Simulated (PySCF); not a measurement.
## Excitation energy of C by level of theory

C [He] 2s2 2p2 (3P) → C [He] 2s1 2p3 (5S), as a difference of total energies. Computed with PySCF 2.14 in x2c-TZVPPall, with scalar relativity by spin-free X2C-1e. Correlated levels: valence and next inner shell: nothing frozen. The calculations carry no spin-orbit coupling.

```json
{"method": "UHF", "excitation energy (eV)": "2.582"}
{"method": "MP2 (valence and next inner shell)", "excitation energy (eV)": "3.656"}
{"method": "CCSD(T) (valence and next inner shell)", "excitation energy (eV)": "4.063"}
{"method": "CCSDT (valence and next inner shell)", "excitation energy (eV)": "4.074"}
```

Estimate what CCSD (valence and next inner shell) gives.

4.013 eV, closest to CCSD(T) (valence and next inner shell) among the rows shown.

Estimate what SCS-MP2 (valence and next inner shell) gives.

4.205 eV, closest to CCSDT (valence and next inner shell) among the rows shown.

Errors of the correlated levels include the incompleteness of this basis.

For comparison: 4.179 eV (measured; NIST levels, between the centres of gravity of the two terms).
